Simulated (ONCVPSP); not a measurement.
## What one change does to a pseudopotential (I (Z = 53), ONCV)

- Element: I (Z = 53)
- Generator: ONCVPSP 4.0.1
- Type: optimised norm-conserving Vanderbilt (ONCV)
- Functional: PBE
- Relativity: scalar-relativistic
- Frozen core: [Kr] 4d10
- Valence charge: 7
- Reference configuration: 5s1.5 5p5.5
- Partial waves: 5s: rc 1.70 bohr, ncon 4, nbas 7, qcut 3.7 1/bohr, local; 5p: rc 1.95 bohr, ncon 4, nbas 7, qcut 4.3 1/bohr, 3 projectors, debl 3.3 Ha
- Local potential: the s channel
- Core correction: polynomial model core, fcfact 0.7

All-electron outer shells of the reference configuration (PBE, scalar-relativistic, ld1.x):

| shell | level (eV) | outermost node (bohr) | outermost maximum (bohr) |
| --- | --- | --- | --- |
| 4p | -128.26 | 0.37 | 0.72 |
| 4d | -50.94 | 0.35 | 0.78 |
| 5s | -17.77 | 0.88 | 1.70 |
| 5p | -7.36 | 0.96 | 2.02 |

Change: p: qcut 3.3.

Cutoffs: the cutoffs (Ha) at which the residual kinetic energy of the hardest occupied pseudo-wave falls to 1 and 0.1 mHa per electron; they do not see the model core or the augmentation charge, which bear on the density cutoff. Errors are all-electron minus pseudo energies relative to the spin-unpolarised reference configuration.

Question: Predict the effect on cutoff, ghosts and configuration errors.

Answer: The potential gets neither clearly harder nor softer (14 Ha and 32 Ha → 16 Ha and 34 Ha); the bound ghost in p disappears; of the 4 tests that both files solve, the error grows in 0 and shrinks in 2 by more than 15 % and 0.3 meV (median size 3.8 → 3.4 meV).

```csv
quantity,base,changed
"cutoff, loose",14 Ha,16 Ha
"cutoff, tight",32 Ha,34 Ha
loose cutoff by channel,"s 14 Ha, p 8.5 Ha","s 14 Ha, p 16 Ha"
bound ghosts,p,none
GHOST(+) flags under 300 eV,none,p at 78.8 eV
"error for 5s2 5p5, meV [ΔE -5.18 eV]",-1.7,-1.2
"error for 5s2 5p4, meV [ΔE 5.95 eV]",-5.0,-4.6
"error for 5s2 5p3, meV [ΔE 25.79 eV]",-18,-18
"error for 5s1 5p6, meV [ΔE 5.23 eV]",-2.6,-2.1
s: phases at 1.73 bohr within 0.05 rad from the reference energy up to (Ha; the scan ends near 5),3.1,3.1
p: phases at 1.97 bohr within 0.05 rad from the reference energy up to (Ha; the scan ends near 5),to the end of the scan,to the end of the scan
"rms error of d²Exc/dni dnj with the model core, mHa",0.19,0.15
```

Base: The cutoffs count occupied waves only; projector 3 of the p channel, the hardest unoccupied one, needs 66 Ha at the loose tolerance. Changed file: The cutoffs count occupied waves only; projector 3 of the p channel, the hardest unoccupied one, needs 67 Ha at the loose tolerance. A true bound ghost makes a file unfit for plane-wave use even where its test errors are small: the radial tests pick states by their node count and pass the ghost by.
